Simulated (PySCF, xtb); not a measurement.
O4Pt, SMILES [O]=[Pt+2](=[O])(=[O])=[O], charge +2, multiplicity 1.

GFN2-xTB (xtb 6.7.1) at its own geometry gives an orbital gap of 2.73 eV.

Geometry: B3LYP-D3(BJ)/def2-SVP. The multiplicity is an assumed one; other spin states were not compared. The def2 effective core potentials stand for the cores of Pt; spin–orbit coupling is left out.

Question: What does PBE/def2-TZVP run with PySCF give? (An estimate is asked for; the answer gives what the named calculation found.)

Answer: gap 2.16 eV (levels -23.44 and -21.28 eV).
